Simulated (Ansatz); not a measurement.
Start from `O[SiH](F)[Si](O)(O)O` and change one atom or group to get `C=CS[Si](O)(O)O`.

Ansatz, PBE0-D4/def2-TZVP geometries, multiplicity 1. Each molecule was computed in one conformer, which needn't be the lowest.

| property | `O[SiH](F)[Si](O)(O)O` |
| --- | --- |
| LUMO energy (B3LYP/def2-TZVPP) / eV | -0.37 |
| size of the dipole moment (PBE/def2-TZVPP) / D | 1.44 |
| HOMO energy (ωB97M-V/def2-TZVPP) / eV | -10.10 |
| LUMO energy (PBE0/def2-TZVPP) / eV | -0.11 |
| HOMO–LUMO gap (PBE/def2-TZVPP) / eV | 5.67 |
| HOMO–LUMO gap (ωB97M-V/def2-TZVPP) / eV | 11.63 |

Task: What does the change do to each property? (Best estimate.)

Result: Ansatz gave: 
| property | `C=CS[Si](O)(O)O` | shift |
| --- | --- | --- |
| LUMO energy (B3LYP/def2-TZVPP) / eV | -0.74 | -0.37 |
| size of the dipole moment (PBE/def2-TZVPP) / D | 1.35 | -0.09 |
| HOMO energy (ωB97M-V/def2-TZVPP) / eV | -8.96 | 1.14 |
| LUMO energy (PBE0/def2-TZVPP) / eV | -0.52 | -0.41 |
| HOMO–LUMO gap (PBE/def2-TZVPP) / eV | 4.26 | -1.41 |
| HOMO–LUMO gap (ωB97M-V/def2-TZVPP) / eV | 10.46 | -1.17 |

With PBE0 the HOMO rises by 1.14 eV and the LUMO falls by 0.41 eV, so the gap narrows by about 1.55 eV. PBE moves the HOMO by 0.91 eV and ωB97M-V by 1.14 eV. Dipoles are sizes alone; their direction can turn.

B3LYP here is the variant with VWN-RPA as its local correlation; programs differ in this.
